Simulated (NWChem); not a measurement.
Species: SiH2IF; SMILES F[SiH2]I

All runs: NWChem. Coordinates come from a PBE0/def2-SVP optimisation. def2 effective core potentials on I; no spin-orbit coupling. Level B3LYP/def2-SVP: energy and gradient on several grids; changes count from the extra-fine grid, which is no exact limit either.

Problem. Which is the coarsest grid (xfine; xcoarse; coarse; medium; fine) from which on the energy stays within 500 μHa and each gradient component within 500 μHa/bohr of xfine?

Solution. coarse.
```json
[
 {"grid": "xcoarse", "size of the energy change (μHa)": "200", "largest change of a gradient component (μHa/bohr)": "1000"},
 {"grid": "coarse", "size of the energy change (μHa)": "30", "largest change of a gradient component (μHa/bohr)": "60"},
 {"grid": "medium", "size of the energy change (μHa)": "< 10", "largest change of a gradient component (μHa/bohr)": "60"},
 {"grid": "fine", "size of the energy change (μHa)": "< 10", "largest change of a gradient component (μHa/bohr)": "< 30"},
 {"grid": "xfine", "size of the energy change (μHa)": "< 10", "largest change of a gradient component (μHa/bohr)": "< 30"}
]
```
